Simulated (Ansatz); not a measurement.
Basis sets compared for the cluster Al3Cl3 (the lowest singlet isomer of a short search). Charge 0, multiplicity 1. Geometry r2SCAN-D4/def2-SVP. Ansatz on 4 threads of Arm Neoverse V1 on a shared host; times are rough, and most runs start from earlier orbitals.

```xyz
6

Al    0.121   -0.651    1.565
Al    1.949    0.447    0.134
Al   -0.403    0.471   -0.915
Cl    1.260   -0.802   -1.940
Cl   -0.867   -0.121    3.370
Cl   -2.059    0.656   -2.213
```

The restricted singlet is unstable towards broken spin symmetry in Hartree–Fock (as tested in another run); at PBE-D4/def2-SVP, PBE-D4/def2-TZVP, PBE-D4/def2-TZVPD, B97M-V/def2-TZVP and others this wasn't settled. The structure comes from a short search, and lower isomers may exist.

Binding counts from free atoms (Al doublet, Cl doublet) in the same basis, without a counterpoise term.

| level | functions | energy (Eh) | HOMO (eV) | LUMO (eV) | binding per atom (eV) | wall time |
| --- | --- | --- | --- | --- | --- | --- |
| PBE-D4/def2-SVP | 108 | -2106.4570 | -5.48 | -3.68 | 2.91 | 1.3 s |
| PBE-D4/def2-TZVP | 222 | -2107.1951 | -5.51 | -3.70 | 2.89 | 2.7 s |
| B97M-V/def2-TZVP | 222 | -2107.6153 | -5.67 | -3.63 | 2.93 | 10 s |
| PBE0-D4/def2-SVP | 108 | -2106.6327 | -6.32 | -3.13 | 2.83 | 1.8 s |
| PBE0-D4/def2-TZVP | 222 | -2107.3621 | -6.31 | -3.11 | 2.83 | 6 s |

Q: Estimate the rows for PBE-D4/def2-TZVPD, B97M-V/def2-TZVPD, PBE0-D4/def2-TZVPD.

A: 
| level | functions | energy (Eh) | HOMO (eV) | LUMO (eV) | binding per atom (eV) | wall time |
| --- | --- | --- | --- | --- | --- | --- |
| PBE-D4/def2-TZVPD | 267 | -2107.1975 | -5.55 | -3.74 | 2.89 | 4.3 s |
| B97M-V/def2-TZVPD | 267 | -2107.6174 | -5.71 | -3.66 | 2.93 | 16 s |
| PBE0-D4/def2-TZVPD | 267 | -2107.3642 | -6.34 | -3.14 | 2.83 | 8.5 s |
